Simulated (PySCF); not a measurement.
C2H3ClF2Si, SMILES [Si@@H](F)(Cl)/C=C\F.

The structure is a stationary point at PBE-D3(BJ)/def2-SVP. The structure was generated by enumeration; whether it is a known compound was not checked. One conformer was computed; it need not be the lowest.

The numbers are results of SMD-B3LYP/6-31G* (PySCF), not measurements.

Solvation free energies are E(SMD) − E(gas) at the gas-phase geometry, for 1 M in both phases. In vacuum the dipole moment is 2.80 D.

Q: Estimate the solvation free energies in water, cyclohexanone, chlorobenzene. (The exact figures need the calculation; the answer reports its results.)

A: 
```csv
solvent,ΔG(solv) (kcal/mol),its non-electrostatic (CDS) part,dipole (D)
water,0.0,4.5,3.55
cyclohexanone,-3.2,0.9,3.49
chlorobenzene,-3.6,-0.2,3.38
```
